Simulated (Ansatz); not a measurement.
Species: C$_{2}$H$_{5}$Ge, charge 0, doublet. C2H5Ge (SMILES C=[CH][GeH2], doublet).
B3LYP-D3(BJ)/def2-TZVP minimum from Ansatz (a quantum-chemistry and plane-wave program):
```xyz
8

Ge     0.6778    -0.2598    -0.1278
C     -0.9632     0.7609    -0.1199
C     -2.0767     0.3745     0.5080
H      0.7167    -1.2426     1.0650
H      1.9249     0.6521    -0.1512
H     -0.9835     1.6687    -0.7159
H     -2.9914     0.9561     0.4612
H     -2.1178    -0.5319     1.1023
```
Charge 0, spin multiplicity 2.

Total energies in hartree (Ansatz). Radicals and triplets start from unrestricted determinants; spin-orbit coupling is neglected. Cores are frozen in correlated methods (noble-gas shells, and filled d and f shells in the p block). No relativity. Where a partner has so few electrons that a lower coupled-cluster level is exact, that level stands in. The UHF reference of C2H5Ge (C=[CH][GeH2], doublet) is spin-contaminated (<S^2> up to 0.14 over the pure value in the sets run).

```tsv
species	HF/cc-pVTZ	CCSD(T)/cc-pVTZ	HF/cc-pVQZ	CCSD(T)/cc-pVQZ	CCSD(T)/cc-pVDZ	CCSDT(Q)/cc-pVDZ
1: C2H5Ge (SMILES C=[CH][GeH2], doublet)	-2154.02018	-2154.50275	-2154.02879	-2154.53494	-2154.32835	-2154.33064
2: Ge (triplet)	-2075.36107	-2075.42794	-2075.36359	-2075.43284	-2075.34866	-2075.34895
3: C (triplet)	-37.69157	-37.78076	-37.69331	-37.78654	-37.76038	-37.76071
4: H (doublet)	-0.49981	-0.49981	-0.49995	-0.49995	-0.49928	-0.49928
```

**Question.** Work out the atomisation energy (electronic, to ground-state atoms) in kcal/mol: take Hartree-Fock from cc-pVQZ, extrapolate the CCSD(T) correlation energy as X^-3 (X = 3, 4), and add CCSDT(Q) - CCSD(T) in cc-pVDZ. 1 hartree = 627.51 kcal/mol.

**Answer.** 
Species 1: correlation (64·(-0.50615) - 27·(-0.48257))/37 = -0.52336; step -0.00229; E1 = -2154.02879 + (-0.52336) + (-0.00229) = -2154.55444
Species 2: correlation (64·(-0.06925) - 27·(-0.06687))/37 = -0.07099; step -0.00029; E2 = -2075.36359 + (-0.07099) + (-0.00029) = -2075.43487
Species 3: correlation (64·(-0.09323) - 27·(-0.08919))/37 = -0.09618; step -0.00033; E3 = -37.69331 + (-0.09618) + (-0.00033) = -37.78982
Species 4: correlation (64·(0.00000) - 27·(0.00000))/37 = 0.00000; step +0.00000; E4 = -0.49995 + (0.00000) + (+0.00000) = -0.49995
-1·E1 +1·E2 +2·E3 +5·E4 = 1.04018 hartree = 652.7 kcal/mol.
